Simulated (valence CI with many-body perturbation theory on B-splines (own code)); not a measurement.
## Hyperfine factors and g values of Gd XLIII

Calculated by configuration interaction combined with many-body perturbation theory (CI+MBPT): four valence electrons over a frozen Dirac-Fock core [Ar], radial functions for each j: 7 s, 7 p, 8 d, 6 f, 4 g, 1 h, with the one-electron correlation potential Σ1 (screened to all orders), the two-electron term Σ2, the three-electron term Σ3, Breit, model QED; selected single and double excitations, second order for the rest, scaled by the run's own slope (own B-spline code, finite nucleus).

The last digits are not significant, and no measured levels were compared; by estimate large intervals hold to a few tenths of a per cent, small ones and those within an open d or f shell to about a per cent. Only levels of the ground parity were solved; by the run's estimate the other parity begins above the list, which can be wrong where configurations are misplaced.

A/g_I is the dipole constant over the nuclear g factor μ/I (μ in nuclear magnetons, uniformly magnetised nucleus), B/Q the quadrupole constant per barn. Both hold the static response of the core; the bare values leave it out. Large factors of s and p1/2 electrons are usually good to 5 to 10 %; those of open d and f shells near neutrality can be off by tens of per cent, and small factors of p3/2, d and f electrons come from cancelling terms and can be off by a factor of two or in sign, in half-filled shells by more. B is blank for J = 1/2, where it vanishes, and for nearly pure S terms. Energies count from the lowest level. Levels with J = 0 are left out.

Levels are named by their leading jj configuration (3d3/2^4 stands for four electrons in 3d with j = 3/2), which in mixed levels can hold well under half, so a name can repeat and another be missing. Letters in brackets count levels of one name in rising energy.

| Level | E (eV) | g | A/g_I (MHz) | A/g_I bare | B/Q (MHz/b) | B/Q bare |
| --- | --- | --- | --- | --- | --- | --- |
| (3d3/2^3 3d5/2) J=1 | 28.93 | 1.493 | -3070 | -2050 | 12100 | 12200 |
| (3d3/2^3 3d5/2) J=4 | 39.17 | 1.085 | 36400 | 36600 | 2140 | 2100 |
| (3d3/2^3 3d5/2) J=2 | 39.82 | 1.264 | 22000 | 22600 | 25800 | 26100 |
| (3d3/2^3 3d5/2) J=3 | 43.13 | 1.170 | 31400 | 31800 | 18700 | 19000 |
| (3d3/2^2 3d5/2^2) J=2 [a] | 67.30 | 1.175 | 15600 | 16000 | 22100 | 22500 |
| (3d3/2^2 3d5/2^2) J=4 [a] | 67.68 | 1.151 | 29400 | 29800 | -13600 | -13800 |
| (3d3/2^2 3d5/2^2) J=3 [a] | 69.46 | 1.133 | 25800 | 26200 | 4900 | 4960 |
| (3d3/2^2 3d5/2^2) J=5 | 72.99 | 1.079 | 33600 | 33800 | 30300 | 30700 |
| (3d3/2^2 3d5/2^2) J=6 | 75.48 | 1.077 | 35500 | 35700 | 36800 | 37300 |
| (3d3/2^2 3d5/2^2) J=1 | 75.99 | 1.136 | 37000 | 37300 | 3040 | 3060 |
| (3d3/2^2 3d5/2^2) J=4 [b] | 79.63 | 1.028 | 38300 | 38400 | -11700 | -11900 |
| (3d3/2^2 3d5/2^2) J=3 [b] | 79.95 | 1.098 | 37100 | 37300 | 10000 | 10200 |
| (3d3/2^2 3d5/2^2) J=2 [b] | 80.99 | 1.100 | 33500 | 33800 | 11900 | 12000 |
| (3d3/2^2 3d5/2^2) J=2 [c] | 91.07 | 0.995 | 46300 | 46300 | -3110 | -3170 |
| (3d3/2^2 3d5/2^2) J=4 [c] | 94.72 | 1.211 | 25400 | 25900 | 53900 | 54700 |
| (3d3/2^2 3d5/2^2) J=2 [d] | 104.58 | 1.199 | 30000 | 30400 | -13100 | -13300 |
| (3d3/2 3d5/2^3) J=4 [a] | 105.76 | 1.125 | 25900 | 26200 | -22100 | -22400 |
| (3d3/2 3d5/2^3) J=3 [a] | 106.01 | 1.155 | 21000 | 21400 | 1810 | 1860 |
| (3d3/2 3d5/2^3) J=1 [a] | 110.20 | 0.916 | 35600 | 35600 | 15600 | 15800 |
| (3d3/2 3d5/2^3) J=5 | 110.50 | 1.139 | 29100 | 29500 | -20100 | -20500 |
| (3d3/2 3d5/2^3) J=6 | 111.37 | 1.074 | 33300 | 33500 | 41400 | 42000 |
| (3d3/2 3d5/2^3) J=2 [a] | 117.71 | 1.050 | 37200 | 37400 | 29500 | 29900 |
| (3d3/2 3d5/2^3) J=3 [b] | 119.33 | 1.089 | 32300 | 32500 | 11900 | 12100 |
| (3d3/2 3d5/2^3) J=3 [c] | 131.25 | 1.057 | 36000 | 36200 | 47100 | 47700 |
| (3d3/2 3d5/2^3) J=1 [b] | 131.75 | 1.426 | 7410 | 8290 | -22400 | -22700 |
| (3d3/2 3d5/2^3) J=4 [b] | 132.37 | 1.040 | 36400 | 36500 | 41500 | 42100 |
| (3d3/2 3d5/2^3) J=2 [b] | 135.73 | 1.102 | 33100 | 33300 | -49700 | -50400 |
| (3d5/2^4) J=4 | 148.75 | 1.154 | 24700 | 25100 | -40700 | -41200 |
| (3d5/2^4) J=2 | 158.85 | 1.051 | 27100 | 27300 | 18800 | 19100 |

(1) Take the isotope of mass number 157, with I = 3/2, μ = -0.3398 μN and Q = 1.35 b. What is the hyperfine structure of (3d3/2^3 3d5/2) J=3?

Results:

(1) From the table A = -7110 MHz, B = 25300 MHz. Shifts from the centre of gravity in MHz: F = 3/2: 57800, F = 5/2: 21100, F = 7/2: -12600, F = 9/2: -25700.
